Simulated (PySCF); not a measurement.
Predicted microwave data (PBE0/pcSseg-1 in PySCF (dipole) on a GFN2-xTB geometry, gas phase) for one isomer of C7H10F3P:

| Property | Result |
| --- | --- |
| Rotational constants | A = 1077, B = 705.4, C = 589.9 MHz |
| Dipole components | \|μa\| = 1.66 D, \|μb\| = 1.44 D, \|μc\| = 2.46 D |
| Inertial defect | -328.97 u·Å² |
| κ | -0.53 |

Question: Which candidate fits, each taken in the one conformer that was computed?
A. `[CH:1]#[C:2][CH2:3][P:4]([CH2:5][CH2:6][CH3:7])[C:8]([F:9])([F:10])[F:11]` with C2–C3–P4–C5 -73°, C3–P4–C5–C6 -176°, P4–C5–C6–C7 -177°
B. `[CH3:1][C:2]#[C:3][P:4]([CH:5]([CH3:6])[CH3:7])[C:8]([F:9])([F:10])[F:11]` with C3–P4–C5–C6 68°
C. `[CH2:1]=[P@@:2]([CH3:3])(/[CH:4]=[CH:5]/[CH3:6])[C:7]([F:8])=[C:9]([F:10])[F:11]` with C1–P2–C4–C5 27°, C1–P2–C7–F8 17°

Answer: C. It is C=[P@@](C)(/C=C/C)C(F)=C(F)F, an asymmetric top, point group C1. The candidates at the same level (rigid rotor, commonest isotopes):

```tsv
SMILES	A (MHz)	B (MHz)	C (MHz)	μa (D)	μb (D)	μc (D)	Δ (u·Å²)	point group	rotor
C=[P@@](C)(/C=C/C)C(F)=C(F)F	1077	705.4	589.9	1.66	1.44	2.46	-328.97	C1	asymmetric top
CC#CP(C(C)C)C(F)(F)F	1049	804.9	526.9	1.86	2.22	0.77	-150.53	C1	asymmetric top
C#CCP(CCC)C(F)(F)F	913.9	816.0	491.0	1.25	1.56	0.55	-142.99	C1	asymmetric top
```

`C#CCP(CCC)C(F)(F)F` has C 17 % too low; `CC#CP(C(C)C)C(F)(F)F` has B 14 % too high. No structure here is proved a minimum.
